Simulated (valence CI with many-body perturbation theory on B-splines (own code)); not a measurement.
## Energy levels of Pr³⁷⁺

Computed by configuration interaction combined with many-body perturbation theory (CI+MBPT): four valence electrons over a frozen Dirac-Fock core [Ar], radial functions for each j: 9 s, 9 p, 10 d, 8 f, 5 g, 3 h, 1 i, with the one-electron correlation potential Σ1, the two-electron term Σ2, the three-electron term Σ3, Breit, model QED; selected CI, second order for the rest (own B-spline code, finite nucleus).

The last digits are not significant, and no measured levels were compared; by estimate large intervals hold to a few tenths of a per cent, small ones and those within an open d or f shell to about a per cent. Only levels of the ground parity were solved; by the run's estimate the other parity begins above the list, which can be wrong where configurations are misplaced.

Levels 1 to 34 of 34, with energies above the lowest level, (3d3/2^4) J=0. "Leading %" is the weight of the configuration and term that name the level; weights of strongly mixed levels are sums over their largest components and can fall short. In the jj column 3d3/2^4 stands for four electrons in 3d with j = 3/2. Lifetimes count E1, E2, E3, M1 and M2 decay at the calculated energies, and are blank where another channel may lead or the interval is too uncertain; long ones can be off by a factor of two.

```csv
No.,Configuration,Term,J,E (eV),Leading %,Lifetime,Second component,Leading jj
1,3d4,3P,0,0.00,55,,34 % 3d4 5D,3d3/2^4 (96 %)
2,3d4,5D,1,17.81,67,11.9 μs,33 % 3d4 3P,3d3/2^3 3d5/2 (96 %)
3,3d4,5D,2,26.25,62,110 μs,11 % 3d4 3F,3d3/2^3 3d5/2 (74 %)
4,3d4,3F,4,27.08,31,,21 % 3d4 3H,3d3/2^3 3d5/2 (94 %)
5,3d4,5D,3,29.51,40,2.00 ms,25 % 3d4 3F,3d3/2^3 3d5/2 (78 %)
6,3d4,5D,0,42.61,61,3.13 μs,20 % 3d4 1S,3d3/2^2 3d5/2^2 (94 %)
7,3d4,5D,4,44.55,42,11.2 μs,40 % 3d4 3H,3d3/2^2 3d5/2^2 (92 %)
8,3d4,3F,2,45.50,33,5.39 μs,28 % 3d4 5D,3d3/2^2 3d5/2^2 (79 %)
9,3d4,3G,3,46.50,46,9.95 μs,39 % 3d4 5D,3d3/2^2 3d5/2^2 (78 %)
10,3d4,3H,5,49.62,69,19.4 μs,31 % 3d4 3G,3d3/2^2 3d5/2^2 (100 %)
11,3d4,3P,1,51.63,51,6.85 μs,30 % 3d4 3D,3d3/2^2 3d5/2^2 (88 %)
12,3d4,3H,6,51.85,55,19.6 ms,45 % 3d4 1I,3d3/2^2 3d5/2^2 (98 %)
13,3d4,3G,4,55.25,60,44.9 μs,35 % 3d4 1G,3d3/2^2 3d5/2^2 (96 %)
14,3d4,3F,3,56.02,43,11.7 μs,33 % 3d4 3D,3d3/2^2 3d5/2^2 (90 %)
15,3d4,3D,2,56.35,39,30.9 μs,30 % 3d4 3P,3d3/2^2 3d5/2^2 (92 %)
16,3d4,3F,2,65.00,41,4.63 μs,30 % 3d4 3P,3d3/2^2 3d5/2^2 (84 %)
17,3d4,3F,4,66.10,46,6.48 μs,28 % 3d4 5D,3d3/2 3d5/2^3 (49 %)
18,3d4,3F,3,71.35,47,3.35 μs,19 % 3d4 3G,3d3/2 3d5/2^3 (92 %)
19,3d4,3F,4,73.46,41,5.73 μs,35 % 3d4 1G,3d3/2^2 3d5/2^2 (56 %)
20,3d4,3G,5,75.00,69,7.19 μs,31 % 3d4 3H,3d3/2 3d5/2^3 (100 %)
21,3d4,3D,1,75.10,64,2.51 μs,22 % 3d4 3P,3d3/2 3d5/2^3 (91 %)
22,3d4,1I,6,75.99,55,8.00 μs,45 % 3d4 3H,3d3/2 3d5/2^3 (98 %)
23,3d4,3P,2,76.22,55,28.4 μs,22 % 3d4 1D,3d3/2^2 3d5/2^2 (77 %)
24,3d4,3P,0,79.74,51,5.30 μs,48 % 3d4 1S,3d3/2 3d5/2^3 (73 %)
25,3d4,3F,2,82.00,56,3.61 μs,36 % 3d4 3P,3d3/2 3d5/2^3 (75 %)
26,3d4,1F,3,83.15,40,5.17 μs,34 % 3d4 3D,3d3/2 3d5/2^3 (95 %)
27,3d4,3F,3,93.45,68,6.46 μs,29 % 3d4 1F,3d3/2 3d5/2^3 (99 %)
28,3d4,3P,1,93.99,93,3.86 μs,5 % 3d4 3D,3d3/2 3d5/2^3 (97 %)
29,3d4,1S,0,94.11,56,9.23 μs,41 % 3d4 3P,3d3/2^2 3d5/2^2 (61 %)
30,3d4,1G,4,94.57,76,3.84 μs,17 % 3d4 3F,3d3/2 3d5/2^3 (84 %)
31,3d4,1D,2,97.03,62,4.70 μs,23 % 3d4 3P,3d3/2 3d5/2^3 (57 %)
32,3d4,3F,4,101.76,51,2.37 μs,22 % 3d4 1G,3d5/2^4 (85 %)
33,3d4,1D,2,112.40,56,2.30 μs,19 % 3d4 3D,3d5/2^4 (64 %)
34,3d4,1S,0,131.74,65,1.47 μs,34 % 3d4 3P,3d5/2^4 (74 %)
```

The ionisation energy to 3d3 4F_3/2 of the next ion comes out as 2628.4 eV (NIST: 2628 ± 4 eV (theoretical)). All 34 levels together are meant to be complete up to 137.00 eV.
